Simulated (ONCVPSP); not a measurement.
Before and after: ONCV potential for Mn (Z = 25)

```json
{
 "Element": "Mn",
 "Generator": "ONCVPSP 4.0.1",
 "Type": "optimised norm-conserving Vanderbilt (ONCV)",
 "Functional": "PBEsol",
 "Relativity": "scalar-relativistic",
 "Frozen core": "[Ne]",
 "Valence charge": "15",
 "Reference configuration": "3s2 3p6 3d6 4s1",
 "Partial waves": "3s+4s: rc 1.35 bohr, ncon 4, nbas 8, qcut 9.1 1/bohr, 2 projectors; 3p: rc 0.85 bohr, ncon 4, nbas 9, qcut 10.4 1/bohr, 1 projector; 3d: rc 1.80 bohr, ncon 3, nbas 8, qcut 7.4 1/bohr, 2 projectors, debl 2.2 Ha",
 "Local potential": "polynomial inside 0.75 bohr (lpopt 5, dvloc0 6 Ha)",
 "Core correction": "none"
}
```

Change: all radii scaled by about 0.89 (s 1.20, p 0.76, d 1.60 bohr); local potential polynomial inside 0.66 bohr (lpopt 5, dvloc0 6 Ha).

Cutoffs: the cutoffs (Ha) at which the residual kinetic energy of the hardest occupied pseudo-wave falls to 1 and 0.1 mHa per electron; they do not see the model core or the augmentation charge, which bear on the density cutoff. Errors are all-electron minus pseudo energies relative to the spin-unpolarised reference configuration.

**Question.** How do hardness, ghosts and transferability respond?

**Answer.** The potential gets harder (47 Ha and 170 Ha → 54 Ha and 244 Ha); of the 3 tests that both files solve, the error grows in 0 and shrinks in 3 by more than 15 % and 0.3 meV (median size 36.7 → 18.4 meV); neither file shows a bound ghost. A smaller radius makes the pseudo-wave follow the all-electron one further in, where it bends more sharply, so more plane waves are needed. Less of the atom is replaced, so other configurations are described better.

| quantity | base | changed |
| --- | --- | --- |
| cutoff, loose | 47 Ha | 54 Ha |
| cutoff, tight | 170 Ha | 244 Ha |
| loose cutoff by channel | s 29 Ha, p 47 Ha, d 24 Ha | s 33 Ha, p 54 Ha, d 27 Ha |
| bound ghosts | none | none |
| GHOST(+) flags under 300 eV | none | none |
| tests with a reliable result | 3 of 4 | 3 of 4 |
| error for 3s2 3p6 3d5 4s2, meV [ΔE 0.37 eV] | +61 | +38 |
| error for 3s2 3p6 3d5 4s1, meV [ΔE 8.80 eV] | +37 | +18 |
| error for 3s2 3p6 3d5 4s0, meV [ΔE 24.31 eV] | +12 | +0.2 |
